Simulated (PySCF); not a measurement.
C2H5N, charge +1, doublet, at a GFN2-xTB geometry (a state made from the parent by changing its charge; the spin is typed, not shown lowest), with bond 6-1 at 1.8 times its length; PySCF with CASSCF(7,8)/cc-pVDZ.

PySCF was given this input:
```python
from pyscf import gto, scf, mcscf
import numpy

mol = gto.Mole()
mol.atom = '''
    C     1.200169   -0.261691    0.052709
    N    -0.072601    0.196709    0.076552
    C    -1.276887    0.169284   -0.103938
    H     1.826767    0.421133   -0.535204
    H     1.590322   -0.320013    1.076536
    H     1.358256   -2.072536   -0.760524
    H    -1.828029   -0.670797   -0.550905
    H    -1.908543    1.014873    0.180167
'''
mol.basis = 'cc-pvdz'
mol.charge = 1
mol.spin = 1
mol.verbose = 4
mol.build()

mf = scf.ROHF(mol)
mf.kernel()
mc = mcscf.CASSCF(mf, 8, 7)
mc.fix_spin_(ss=0.75)
mc.kernel()
occ = numpy.linalg.eigvalsh(mc.fcisolver.make_rdm1(mc.ci, mc.ncas, mc.nelecas))[::-1]
ss = mc.fcisolver.spin_square(mc.ci, mc.ncas, mc.nelecas)[0]
print('natural occupations', occ.round(4), ' <S^2>', round(ss, 4))
```

What does PySCF print? Leave out banner, timings and long lists.


```
PySCF version 2.14.0

[INPUT] verbose = 4
[INPUT] num. atoms = 8
[INPUT] num. electrons = 23
[INPUT] charge = 1
[INPUT] spin (= nelec alpha-beta = 2S) = 1
[INPUT] symmetry False subgroup None
[INPUT] Mole.unit = angstrom
[INPUT] Symbol           X                Y                Z      unit          X                Y                Z       unit  Magmom
[INPUT]  1 C      1.200169000000  -0.261691000000   0.052709000000 AA    2.267990713193  -0.494524319264   0.099605574300 Bohr   0.0
[INPUT]  2 N     -0.072601000000   0.196709000000   0.076552000000 AA   -0.137196006370   0.371726136237   0.144662314288 Bohr   0.0
[INPUT]  3 C     -1.276887000000   0.169284000000  -0.103938000000 AA   -2.412966722018   0.319900397271  -0.196414353935 Bohr   0.0
[INPUT]  4 H      1.826767000000   0.421133000000  -0.535204000000 AA    3.452089323393   0.795826032016  -1.011388980772 Bohr   0.0
[INPUT]  5 H      1.590322000000  -0.320013000000   1.076536000000 AA    3.005273029871  -0.604736926300   2.034358203235 Bohr   0.0
[INPUT]  6 H      1.358256000000  -2.072536000000  -0.760524000000 AA    2.566731847047  -3.916525423302  -1.437182071159 Bohr   0.0
[INPUT]  7 H     -1.828029000000  -0.670797000000  -0.550905000000 AA   -3.454474157763  -1.267622615180  -1.041059570654 Bohr   0.0
[INPUT]  8 H     -1.908543000000   1.014873000000   0.180167000000 AA   -3.606623566956   1.917832021216   0.340466286685 Bohr   0.0

nuclear repulsion = 70.7635942438454
number of shells = 30
number of NR pGTOs = 113
number of NR cGTOs = 67
basis = cc-pvdz
ecp = {}

******** <class 'pyscf.scf.rohf.ROHF'> ********
method = ROHF
initial guess = minao
damping factor = 0
level_shift factor = 0
DIIS = <class 'pyscf.scf.diis.CDIIS'>
diis_start_cycle = 1
diis_space = 8
diis_damp = 0
SCF conv_tol = 1e-09
SCF conv_tol_grad = None
SCF max_cycles = 50
direct_scf = True
direct_scf_tol = 1e-13
num. doubly occ = 11  num. singly occ = 1
Set gradient conv threshold to 3.16228e-05
init E= -133.286610770365
  HOMO = -0.185301104232246  LUMO = 0.0154906633802612  gap/eV = 5.46382
cycle= 1 E= -132.555435000171  delta_E= 0.731  |g|= 0.482  |ddm|= 1.67
  HOMO = -0.469593782446295  LUMO = -0.188196215997932  gap/eV = 7.65722
cycle= 2 E= -132.628591325204  delta_E= -0.0732  |g|= 0.256  |ddm|= 0.535
  HOMO = -0.437924461344059  LUMO = -0.131706825323969  gap/eV = 8.33261
cycle= 3 E= -132.652141255941  delta_E= -0.0235  |g|= 0.106  |ddm|= 0.227
  HOMO = -0.424218951606137  LUMO = -0.124217597393298  gap/eV = 8.16345
cycle= 4 E= -132.660170109074  delta_E= -0.00803  |g|= 0.0507  |ddm|= 0.106
  HOMO = -0.418780840586411  LUMO = -0.124838039150137  gap/eV = 7.99859
cycle= 5 E= -132.664828982029  delta_E= -0.00466  |g|= 0.0291  |ddm|= 0.0918
  HOMO = -0.408125915811606  LUMO = -0.130729847823435  gap/eV = 7.54833
cycle= 6 E= -132.667480487714  delta_E= -0.00265  |g|= 0.0102  |ddm|= 0.133
  HOMO = -0.401947930569091  LUMO = -0.134683813814949  gap/eV = 7.27263
cycle= 7 E= -132.667549068144  delta_E= -6.86e-05  |g|= 0.00414  |ddm|= 0.0242
  HOMO = -0.401368610297352  LUMO = -0.133277104125525  gap/eV = 7.29514
cycle= 8 E= -132.667566418284  delta_E= -1.74e-05  |g|= 0.00245  |ddm|= 0.0055
  HOMO = -0.40191481082894  LUMO = -0.133220723196759  gap/eV = 7.31154
cycle= 9 E= -132.667569097736  delta_E= -2.68e-06  |g|= 0.000992  |ddm|= 0.00615
  HOMO = -0.402158015761318  LUMO = -0.133223309806609  gap/eV = 7.31809
cycle= 10 E= -132.667571185174  delta_E= -2.09e-06  |g|= 0.000352  |ddm|= 0.00426
  HOMO = -0.402296034376798  LUMO = -0.133207355893235  gap/eV = 7.32228
cycle= 11 E= -132.667571380184  delta_E= -1.95e-07  |g|= 6.2e-05  |ddm|= 0.000892
  HOMO = -0.402262542715894  LUMO = -0.133222862217635  gap/eV = 7.32094
cycle= 12 E= -132.66757138376  delta_E= -3.58e-09  |g|= 3.51e-05  |ddm|= 0.000136
  HOMO = -0.402272379918902  LUMO = -0.133220014646433  gap/eV = 7.32129
cycle= 13 E= -132.667571384652  delta_E= -8.92e-10  |g|= 1.03e-05  |ddm|= 5.55e-05
  HOMO = -0.402273089774317  LUMO = -0.1332213149706  gap/eV = 7.32127
Extra cycle  E= -132.667571384702  delta_E= -4.99e-11  |g|= 5.2e-06  |ddm|= 1.09e-05
converged SCF energy = -132.667571384702

******** <class 'pyscf.mcscf.mc1step.CASSCF'> ********
CAS (4e+3e, 8o), ncore = 8, nvir = 51
max_cycle_macro = 50
max_cycle_micro = 4
conv_tol = 1e-07
conv_tol_grad = None
orbital rotation max_stepsize = 0.02
orbital rotation threshold for CI restart = 0.01
augmented hessian ah_max_cycle = 30
augmented hessian ah_conv_tol = 1e-12
augmented hessian ah_linear dependence = 1e-14
augmented hessian ah_level shift = 1e-08
augmented hessian ah_start_tol = 2.5
augmented hessian ah_start_cycle = 3
augmented hessian ah_grad_trust_region = 3
kf_trust_region = 3
kf_interval = 4
ci_response_space = 4
ci_grad_trust_region = 3
with_dep4 0
natorb = False
canonicalization = True
sorting_mo_energy = False
ao2mo_level = 2
internal_rotation = False
******** <class 'pyscf.fci.addons.SpinPenaltyFCISolver'> ********
max. cycles = 50
conv_tol = 1e-08
davidson only = True
linear dependence = 1e-12
level shift = 0.001
max iter space = 12
nroots = 1
pspace_size = 400
spin = None
CASCI E = -132.702373829719  S^2 = 0.7500000
Set conv_tol_grad to 0.000316228
macro iter   1 ( 21 JK    4 micro), CASSCF E = -132.738595224570  dE = -3.62213949e-02  S^2 = 0.7500000
               |grad[o]|=0.079  |grad[c]|=0.0515  |ddm|=0.093  |maxRot[o]|= 0.21
macro iter   2 ( 21 JK    4 micro), CASSCF E = -132.746827719300  dE = -8.23249473e-03  S^2 = 0.7500000
               |grad[o]|=0.0539  |grad[c]|=0.0256  |ddm|=0.0214  |maxRot[o]|=0.214
macro iter   3 ( 21 JK    4 micro), CASSCF E = -132.755693620853  dE = -8.86590155e-03  S^2 = 0.7500000
               |grad[o]|=0.0255  |grad[c]|=0.0252  |ddm|=0.0266  |maxRot[o]|=0.262
macro iter   4 ( 21 JK    4 micro), CASSCF E = -132.766556402682  dE = -1.08627818e-02  S^2 = 0.7500000
               |grad[o]|=0.022  |grad[c]|=0.0255  |ddm|=0.0135  |maxRot[o]|=0.179
macro iter   5 ( 21 JK    4 micro), CASSCF E = -132.770683497594  dE = -4.12709491e-03  S^2 = 0.7500000
               |grad[o]|=0.0141  |grad[c]|=0.00876  |ddm|=0.00779  |maxRot[o]|=  0.3
macro iter   6 ( 15 JK    4 micro), CASSCF E = -132.771153642380  dE = -4.70144786e-04  S^2 = 0.7500000
               |grad[o]|=0.00672  |grad[c]|=0.00404  |ddm|=0.00357  |maxRot[o]|=0.0614
macro iter   7 ( 15 JK    4 micro), CASSCF E = -132.771268050054  dE = -1.14407675e-04  S^2 = 0.7500000
               |grad[o]|=0.0037  |grad[c]|=0.000949  |ddm|=0.00173  |maxRot[o]|=0.036
macro iter   8 (  6 JK    2 micro), CASSCF E = -132.771270627225  dE = -2.57717107e-06  S^2 = 0.7500000
               |grad[o]|=0.000846  |grad[c]|=0.000114  |ddm|=0.00039  |maxRot[o]|=0.0056
macro iter   9 (  3 JK    1 micro), CASSCF E = -132.771270640218  dE = -1.29931834e-08  S^2 = 0.7500000
               |grad[o]|=6.67e-05  |grad[c]|=7.03e-05  |ddm|=6.77e-05  |maxRot[o]|=0.00021
1-step CASSCF converged in   9 macro (144 JK  31 micro) steps
CASSCF canonicalization
Density matrix diagonal elements [1.96944554 1.94460019 1.84267885 1.02409159 0.13096548 0.06209989
 0.01159967 0.01451879]
CASSCF energy = -132.771270640218
CASCI E = -132.771270640218  E(CI) = -12.7780482405703  S^2 = 0.7500000
natural occupations [1.9793 1.9389 1.8698 1.0034 0.1225 0.0614 0.0193 0.0053]  <S^2> 0.75
```
